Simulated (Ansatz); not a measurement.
Ansatz (a first-principles code) input (BLYP/6-31G* with LANL2DZ past Ar): The .json file joins the Basis Set Exchange's 6-31G* for atoms up to Ar and LANL2DZ past it.

Ansatz 0.2 input:
```yaml
crystal:
  periodic: [false, false, false]
  atoms:
    - {symbol: Rb, position_ang: [-0.00000000, -0.00000000, -0.67636361]}
    - {symbol: F, position_ang: [0.00000000, 0.00000000, 2.78060594]}
basis:
  gaussian:
    orbitals: 6-31Gs+LANL2DZ.json
hamiltonian:
  xc: {name: BLYP}
total_charge: 1
magnetization: {spin_polarized: true, initial_magnetization: 1}
output: {forces: true}
```

### Question
Predict the final energy.

### Answer
-123.36389 Eh.
